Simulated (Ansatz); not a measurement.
```xyz
6

B     0.0459    0.0052   -1.3555
C    -0.0220    0.0415    0.1996
O     0.0075   -0.0426    1.3397
H    -0.0123   -1.1327   -1.6461
H    -1.0127    0.5534   -1.6755
H     1.0223    0.5471   -1.6685
```

Basis set: aug-cc-pVDZ (spherical functions). Frozen core: 3 orbitals. Charge 0, multiplicity 1.

Computed with Ansatz (development build ahead of 0.2.0); each method stands on the lowest determinant of its kind that the runs found. Restricted open shells among the atoms or ions are ROHF, correlated in semicanonical orbitals with singles.

The atomization energy at this shape (free ground-state atoms in the same class of orbitals less the molecule, no zero-point energy) of singlet CH3BO:

| method | atomization energy |
| --- | --- |
| RHF-MP2 | 2269.1 kJ/mol |

(1) What does RHF give?

Answers

(1) 1715.5 kJ/mol.
